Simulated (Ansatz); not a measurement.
Ansatz results at the PBE0-D4/def2-TZVP geometry: size of the dipole moment (ωB97M-V/def2-TZVPP) 0.78 D; ideal-gas entropy at 298 K and 1 bar (rigid rotor, harmonic PBE0-D4/def2-TZVP) 322 J/(mol·K); zero-point energy (PBE0-D4/def2-TZVP) 169.6 kJ/mol.

Q: Which molecule gave them?
A. `C[O][Ga][F]`•
B. `CN(C)[B]O`•
C. `[CH2][AlH][CH3]`•
D. `C[S]=O`•

A: C. The others give `CN(C)[B]O`•: 3.06, 333, 261.8; `C[S]=O`•: 3.05, 281, 105.8; `C[O][Ga][F]`•: 1.05, 337, 113.0.
